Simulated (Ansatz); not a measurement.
```yaml
crystal:
  periodic: [false, false, false]
  atoms:
    - {symbol: F, position_ang: [1.601616, -1.600334, 0.576135]}
    - {symbol: Sn, position_ang: [-0.094725, 0.046938, 0.208722]}
    - {symbol: Br, position_ang: [-0.098625, 0.535852, -2.824508]}
    - {symbol: H, position_ang: [-1.918577, -0.867434, 0.781140]}
    - {symbol: H, position_ang: [0.572686, 1.792977, 1.206762]}
basis:
  gaussian: {orbitals: LANL2DZ}
total_charge: 1
magnetization: {spin_polarized: true, initial_magnetization: 1}
hamiltonian: {xc: {name: PBE0}, dispersion: d3bj, pseudopotentials: {relativity: scalar}}
output: {forces: true}
```

```sh
$ ansatz run in.yaml --threads 2 --pin off --events-out ev --progress --plain --max-ram 22528MiB --backend cpu
```

It prints (some lines left out):

```
Error: <dir> can't be read: No such file or directory (os error 2)
```
